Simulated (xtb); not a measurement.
Cl6OSi2, charge +1, doublet, geometry from GFN2-xTB (a state made from the parent by changing its charge; the spin is typed, not shown lowest); xtb 6.7.1 with GFN1-xTB.

Input for xtb:
```
$ xtb mol.xyz --gfn 1 --chrg 1 --uhf 1 --acc 0.1 --json

# file mol.xyz
9

Cl     2.32079976     0.13500470    -1.77481537
Si     1.57674114     0.40439766     0.06688986
Cl     2.42962633    -0.81594192     1.40906425
Cl     1.65696001     2.32428365     0.63757071
O      0.00000000     0.00000000     0.00000000
Si    -1.57674114    -0.40439766    -0.06688986
Cl    -2.25203403     0.19739104    -1.85571735
Cl    -2.48361902     0.55495521     1.44151609
Cl    -1.67173305    -2.39569269     0.14238167
```

The log (banner, timings and long lists left out):

```
   ID    Z sym.   atoms
    1   17 Cl     1, 3, 4, 7-9
    2   14 Si     2, 6
    3    8 O      5

           -------------------------------------------------
          |                Calculation Setup                |
           -------------------------------------------------

           -------------------------------------------------
          |                 G F N 1 - x T B                 |
           -------------------------------------------------

          ...................................................
          :                      SETUP                      :
          :.................................................:
          :  # basis functions                  84          :
          :  # atomic orbitals                  76          :
          :  # shells                           26          :
          :  # electrons                        55          :
          :  # halogen bonds                     6          :
          :  max. iterations                   250          :
          :  Hamiltonian                  GFN1-xTB          :
          :  restarted?                      false          :
          :  GBSA solvation                  false          :
          :  PC potential                    false          :
          :  electronic temp.          300.0000000     K    :
          :  accuracy                    0.1000000          :
          :  -> integral cutoff          0.3500000E+02      :
          :  -> integral neglect         0.1000000E-08      :
          :  -> SCF convergence          0.1000000E-06 Eh   :
          :  -> wf. convergence          0.2000000E-05 e    :
          :  Broyden damping             0.4000000          :
          :  net charge                          1          :
          :  unpaired electrons                  1          :
          ...................................................

 iter      E             dE          RMSdq      gap      omega  full diag
   1    -33.9526777 -0.339527E+02  0.907E+00    7.63       0.0  T
   2    -34.0454838 -0.928061E-01  0.502E+00    8.25       1.0  T
   3    -34.0263626  0.191211E-01  0.278E+00    7.76       1.0  T
   4    -34.0756940 -0.493314E-01  0.295E-01    8.06       1.0  T
   5    -34.0764833 -0.789315E-03  0.974E-02    8.02       1.0  T
   6    -34.0764948 -0.114097E-04  0.997E-03    8.02       3.3  T
   7    -34.0764860  0.878433E-05  0.282E-02    8.02       1.2  T
   8    -34.0764960 -0.100489E-04  0.809E-04    8.03      41.2  T
   9    -34.0764960  0.520885E-09  0.635E-04    8.03      52.5  T
  10    -34.0764960 -0.507595E-08  0.237E-05    8.03    1408.5  T
  11    -34.0764960 -0.631672E-11  0.486E-06    8.03    6865.4  T
  12    -34.0764960 -0.362377E-12  0.123E-06    8.03   27141.1  T

   *** convergence criteria satisfied after 12 iterations ***

         :::::::::::::::::::::::::::::::::::::::::::::::::::::
         ::                     SUMMARY                     ::
         :::::::::::::::::::::::::::::::::::::::::::::::::::::
         :: total energy             -33.959870264071 Eh    ::
         :: gradient norm              0.025126757345 Eh/a0 ::
         :: HOMO-LUMO gap              8.026059385974 eV    ::
         ::.................................................::
         :: SCC energy               -34.076496025927 Eh    ::
         :: -> electrostatic           0.098849177644 Eh    ::
         :: repulsion energy           0.125112876169 Eh    ::
         :: dispersion energy         -0.008487114314 Eh    ::
         :: halogen bond corr.         0.000000000000 Eh    ::
         :: add. restraining           0.000000000000 Eh    ::
         :: total charge               1.000000000168 e     ::
         :::::::::::::::::::::::::::::::::::::::::::::::::::::

           -------------------------------------------------
          |                Property Printout                |
           -------------------------------------------------

    * Orbital Energies and Occupations

         #    Occupation            Energy/Eh            Energy/eV
      -------------------------------------------------------------
         1        2.0000           -1.0683065             -29.0701
       ...           ...                  ...                  ...
        16        2.0000           -0.6386279             -17.3779
        17        2.0000           -0.6249083             -17.0046
        18        2.0000           -0.6217063             -16.9175
        19        2.0000           -0.6217063             -16.9175
        20        2.0000           -0.6165120             -16.7761
        21        2.0000           -0.6095287             -16.5861
        22        2.0000           -0.6095287             -16.5861
        23        1.9997           -0.6037954             -16.4301
        24        1.9997           -0.6037954             -16.4301
        25        1.9865           -0.6000626             -16.3285
        26        1.9865           -0.6000626             -16.3285
        27        1.5182           -0.5960536             -16.2194
        28        1.5093           -0.5960200             -16.2185 (HOMO)
        29                         -0.3010678              -8.1925 (LUMO)
        30                         -0.2996754              -8.1546
        31                         -0.2724117              -7.4127
        32                         -0.2724117              -7.4127
        33                         -0.2681104              -7.2957
        34                         -0.2510377              -6.8311
        35                         -0.2510377              -6.8311
        36                         -0.2280711              -6.2061
        37                         -0.2078778              -5.6566
        38                         -0.2078778              -5.6566
        39                         -0.2015514              -5.4845
       ...                                ...                  ...
        76                          1.2130991              33.0101
      -------------------------------------------------------------
                  HL-Gap            0.2949523 Eh            8.0261 eV
             Fermi-level           -0.5222642 Eh          -14.2115 eV

  Mulliken/CM5 charges         n(s)   n(p)   n(d)
     1Cl    0.07061  0.12065   1.889  5.052 -0.012
     2Si    0.48970  0.34580   0.923  1.276  1.311
     3Cl    0.07061  0.12065   1.889  5.052 -0.012
     4Cl    0.07061  0.12065   1.889  5.052 -0.012
     5O    -0.40305 -0.41548   1.621  4.782  0.000
     6Si    0.48970  0.34580   0.923  1.276  1.311
     7Cl    0.07061  0.12065   1.889  5.052 -0.012
     8Cl    0.07061  0.12065   1.889  5.052 -0.012
     9Cl    0.07061  0.12065   1.889  5.052 -0.012

Wiberg/Mayer (AO) data.
largest (>0.10) Wiberg bond orders for each atom

 ---------------------------------------------------------------------------
     #   Z sym  total        # sym  WBO       # sym  WBO       # sym  WBO
 ---------------------------------------------------------------------------
     1  17 Cl   1.496 --     2 Si   1.337
     2  14 Si   5.269 --     4 Cl   1.337     3 Cl   1.337     1 Cl   1.337
                             5 O    1.195
     3  17 Cl   1.496 --     2 Si   1.337
     4  17 Cl   1.496 --     2 Si   1.337
     5   8 O    2.512 --     2 Si   1.195     6 Si   1.195
     6  14 Si   5.269 --     7 Cl   1.337     8 Cl   1.337     9 Cl   1.337
                             5 O    1.195
     7  17 Cl   1.496 --     6 Si   1.337
     8  17 Cl   1.496 --     6 Si   1.337
     9  17 Cl   1.496 --     6 Si   1.337
 ---------------------------------------------------------------------------

Topologies differ in total number of bonds
Writing topology from bond orders to xtbtopo.mol

 dipole moment from electron density (au)
     X       Y       Z
  -0.0000  -0.0000  -0.0000  total (Debye):    0.000

           -------------------------------------------------
          | TOTAL ENERGY              -33.959870264071 Eh   |
          | GRADIENT NORM               0.025126757345 Eh/α |
          | HOMO-LUMO GAP               8.026059385974 eV   |
           -------------------------------------------------

normal termination of xtb
```
